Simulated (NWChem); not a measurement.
# CH5AlO; SMILES C[O][AlH2]

```xyz
8

Al     0.0816    -1.1929    -0.0030
H      1.2493    -2.2565     0.0383
H     -1.4661    -1.5469    -0.0644
O      0.5628     0.4347     0.0218
C      0.0064     1.7055     0.0052
H     -1.0998     1.6943    -0.0378
H      0.2987     2.2709     0.9081
H      0.3676     2.2779    -0.8679
```
Atoms are numbered in this order, from 1.

All runs use the structure optimised with PBE0/def2-SVP.

Question: Give the principal values of the shielding tensors (ppm) of Al1, O4, C5 from LDA (Slater exchange, VWN5)/pcSseg-1, GIAO (NWChem), with their diamagnetic and paramagnetic parts as GIAO splits them.

Answer: 
```csv
atom,σ11,σ22,σ33,isotropic,diamagnetic,paramagnetic
Al1,277.8,331.2,404.0,337.7,796.2,-458.6
O4,32.1,251.9,373.1,219.0,395.1,-176.1
C5,89.4,97.3,180.0,122.2,246.1,-123.9
```
